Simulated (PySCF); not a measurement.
# Frontier orbitals and the lowest excitations

Compound: C4H7ClSi.
Atom-mapped SMILES: `[Cl:1][CH2:2][SiH2:3][C:4]1=[CH:5][CH2:6]1` (hydrogens: H7, H8 on C2; H9, H10 on Si3; H11 on C5; H12, H13 on C6)

Structure used (GFN2-xTB), in Å, numbered top down from 1:
```xyz
13
C4H7ClSi angstrom
Cl    -1.5424    2.0034   -1.1396
C     -1.9165    0.3085   -0.7120
Si    -0.9705   -0.1760    0.8813
C      0.8347   -0.0856    0.4759
C      2.0513    0.3623    0.6369
C      1.9014   -0.6243   -0.4651
H     -1.6315   -0.2961   -1.5697
H     -2.9956    0.2508   -0.5939
H     -1.3228    0.7594    1.9485
H     -1.3427   -1.5604    1.1993
H      2.7451    0.9841    1.1471
H      1.9223   -0.2876   -1.4954
H      2.2627   -1.6380   -0.3313
```

Method used: TDDFT CAM-B3LYP/def2-SVPD, vertical, gas phase, core orbitals frozen in the response (PySCF 2.14.0, density-fitted response routines).

Frontier orbitals with the atoms that hold most of them (Löwdin shares over 4%, at most four atoms; ? is withheld):

```
orbital  ε (eV)                            atoms
 LUMO+2    1.32   Si3 30%, Cl1 15%, C5 9%, C6 8%
 LUMO+1    1.15  Cl1 34%, C2 15%, Si3 14%, H7 6%
   LUMO    0.35                                ?
   HOMO       ?                                ?
 HOMO-1   -9.48         Cl1 60%, C2 17%, Si3 10%
 HOMO-2   -9.58   C6 36%, C4 22%, C5 17%, Si3 9%
 HOMO-3   -9.94                  Cl1 78%, C2 13%
```

Problem. Which atoms hold the LUMO, and with what shares?

Solution. C5 (bonded to 2 C and H) 28%; C4 (bonded to 2 C and Si) 25%; Si3 (bonded to 2 C and 2 H) 15%; C2 (bonded to Cl, Si and 2 H) 6%. By element: carbon 58% or more, silicon 15%.

Problem. Give the leading atoms of the HOMO.

Solution. C4 (bonded to 2 C and Si) 30%; C5 (bonded to 2 C and H) 28%; C6 (bonded to 2 C and 2 H) 17%; H13 (bonded to C) 7%. By element: carbon 75% or more, hydrogen 7% or more.

Problem. What is the HOMO energy, and the HOMO–LUMO gap?

Solution. ε(HOMO) = -8.66 eV; the gap is 9.02 eV (0.3313 hartree).

Problem. The HOMO–LUMO gap is 9.02 eV. Where does the response calculation put the lowest singlet, and from which orbitals?

Solution. S1 is at 5.78 eV (f = 0.0018), 3.23 eV below the gap, made of HOMO-2→LUMO (83%). Its leading pair isn't HOMO and LUMO; the energies of that pair differ by 9.94 eV. 

Problem. One configuration dominates each of S1 and S2. Which, and how do the shares of the two leading atoms of either orbital change from the occupied to the empty one?

Solution. 
- S1 (5.78 eV, f 0.0018), HOMO-2→LUMO (83%): C6 36% → at most 6%, C4 22% → 25%, C5 17% → 28%
- S2 (5.90 eV, f 0.158), HOMO→LUMO (89%): C4 30% → 25%, C5 28% → 28%

One conformer stands for the species.
